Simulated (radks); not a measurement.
Polarisability of the nickel ion Ni8+, [Ar] 3d2, at imaginary frequency. Method: non-relativistic Kohn-Sham, LDA (Slater exchange, Perdew-Wang correlation), spin-unpolarised, spherical densities, point nucleus; computed with a radial shooting solver on a logarithmic mesh with Libxc functionals. Response by self-consistent Sternheimer equations with the Hartree and adiabatic LDA kernel.

w (hartree)  alpha1(iw) (bohr^3)
0.00266                   0.4016
0.0143                    0.4016
0.0360                    0.4016
0.0697                    0.4015
0.118                     0.4012
0.186                     0.4004
0.280                     0.3989
0.413                     0.3958
0.605                     0.3894
0.892                     0.3761
1.35                      0.3489
2.12                      0.2959
3.59                      0.2085
6.94                      0.1047
17.5                     0.02872

Static values: alpha1 = 0.4016 bohr^3 (0.05952 angstrom^3; uncoupled 0.5848). C6 = 0.4679, triple-dipole C9 = 0.1341 atomic units. One-pole (London) frequency 4 C6 / (3 alpha1^2) = 3.867 hartree, against 6.494 for minus the highest occupied eigenvalue. The dipole shielding factor is 0.715, as the force sum rule N/Z = 0.714 demands.
